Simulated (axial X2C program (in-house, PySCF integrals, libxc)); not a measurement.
## Worked dissociation energy of VC⁺: CCSD(T), scalar-relativistic

Computed with an in-house all-electron X2C program for linear molecules (integrals from PySCF). Spin-free means the one-electron spin-free X2C Hamiltonian. Basis: V dyall-cv3z [10s10p6d4f2g], C dyall-v3z [7s6p2d1f] (cores contracted in-house); Gaussian nuclei, density fitting, unrestricted open shells. Masses: V 50.944 u, C 12.000 u.

Molecular state: M_S = 2, Λ = 0 (beyond evenly filled blocks: π+α, π-α, δ+α, δ-α).

Correlated methods: 8 electrons correlated (number of frozen shells: V 3 s, 2 p; C 1 s), 257 virtual spin orbitals or spinors in MP2, 90 natural virtuals in coupled cluster.

| Property | Result |
| --- | --- |
| E(V+) (2M_S = 4, M_L = 0) | -947.986891 hartree |
| E(C) (2M_S = 2, M_L = 1) | -37.799364 hartree |
| E(VC⁺) at Re | -985.854087 hartree |
| ωe | 685.3 cm⁻¹ |
| ωexe | 5.52 cm⁻¹ |

(1) Work out De and D0.

De is counted from the lowest determinant-based energies of the atoms at the same level, without counterpoise correction. Coupled cluster ran in a truncated set of natural virtual spinors; the MP2 energy of the rest was added. (T) has no such correction and the atoms are truncated less, which lowers De at CCSD(T) by a hundredth of an eV or more. The state is one determinant with fixed occupations, lowest in a PBE0 search at one distance only: followed along the bond, the 2c determinant Ω = 1 reaches 0.68 eV lower at PBE0, so the state shown is not the lowest. The outer-core s and p shells of the metal are frozen in the correlated rows, which leaves out core–valence correlation; for alkali and alkaline-earth bonds that tends to lengthen them. The determinant is spin-polarised beyond a pure state at some levels (its spin-free form has ⟨S²⟩ too high), which makes Re and μ there less reliable. The T1 diagnostic is large, a sign of multireference character.

Each atomic determinant is the lowest at this level and need not be a pure term. Totals compare only within one Hamiltonian and basis.

Results:

(1) De = -947.986891 + (-37.799364) − (-985.854087) = 0.06783 hartree = 1.846 eV. The zero-point energy is ωe/2 − ωexe/4 = 341 cm⁻¹ = 0.042 eV, so D0 = 1.804 eV.
